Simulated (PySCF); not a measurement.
C₅H₁₁O₄P.
Cartesian coordinates in Å at the GFN2-xTB level; atoms count from 1:
```
atom  x, y, z in Å
C1     3.5411   -0.9395    0.1548
O2     2.1789   -0.7708    0.5049
P3     1.2527    0.2206   -0.3541
O4     1.9517    0.9311   -1.4122
O5     0.5174    1.0673    0.8017
C6    -0.8672    0.7659    0.8578
C7    -1.6401    1.8210    0.0808
C8    -0.9791   -0.6527    0.2526
C9    -2.3382   -1.0354   -0.3025
O10   -0.0125   -0.6685   -0.7890
H11    3.7072   -1.9820   -0.1212
H12    3.7975   -0.2904   -0.6834
H13    4.1523   -0.6851    1.0220
H14   -1.1615    0.7644    1.9127
H15   -1.3634    1.7697   -0.9704
H16   -2.7110    1.6789    0.1937
H17   -1.3688    2.8039    0.4576
H18   -0.6687   -1.3732    1.0215
H19   -2.5941   -0.4023   -1.1461
H20   -3.0945   -0.9399    0.4721
H21   -2.3085   -2.0663   -0.6445
```

Mayer bond orders were computed from the PBE0/pcSseg-1 density (PySCF). The structure is a single GFN2-xTB conformer in the gas phase; no vibrational or solvent corrections.

Problem. The orders 0.83, 0.98, 1.06, 1.94 belong to the bonds P3–O4, C6–C8, C8–C9, C8–O10, in another order. Match them.

Solution. C8–O10 0.83; C6–C8 0.98; C8–C9 1.06; P3–O4 1.94.

Problem. Set the orders of all bonds between heavy atoms beside their lengths and the difference of the ESP-fitted charges at their ends.

Solution. 
```json
{"bond": "P3–O4", "Mayer order": "1.936", "length (Å)": "1.454", "q(first) − q(second) (e)": "+1.922"}
{"bond": "C8–C9", "Mayer order": "1.064", "length (Å)": "1.517", "q(first) − q(second) (e)": "+0.819"}
{"bond": "O2–P3", "Mayer order": "1.032", "length (Å)": "1.606", "q(first) − q(second) (e)": "-1.735"}
{"bond": "C6–C7", "Mayer order": "1.025", "length (Å)": "1.521", "q(first) − q(second) (e)": "+0.663"}
{"bond": "O10–P3", "Mayer order": "0.987", "length (Å)": "1.606", "q(first) − q(second) (e)": "-1.777"}
{"bond": "C6–C8", "Mayer order": "0.985", "length (Å)": "1.546", "q(first) − q(second) (e)": "-0.088"}
{"bond": "P3–O5", "Mayer order": "0.984", "length (Å)": "1.610", "q(first) − q(second) (e)": "+1.795"}
{"bond": "C1–O2", "Mayer order": "0.857", "length (Å)": "1.417", "q(first) − q(second) (e)": "+0.433"}
{"bond": "C8–O10", "Mayer order": "0.835", "length (Å)": "1.421", "q(first) − q(second) (e)": "+0.813"}
{"bond": "O5–C6", "Mayer order": "0.833", "length (Å)": "1.418", "q(first) − q(second) (e)": "-0.744"}
```

Mayer orders depend on the basis set.
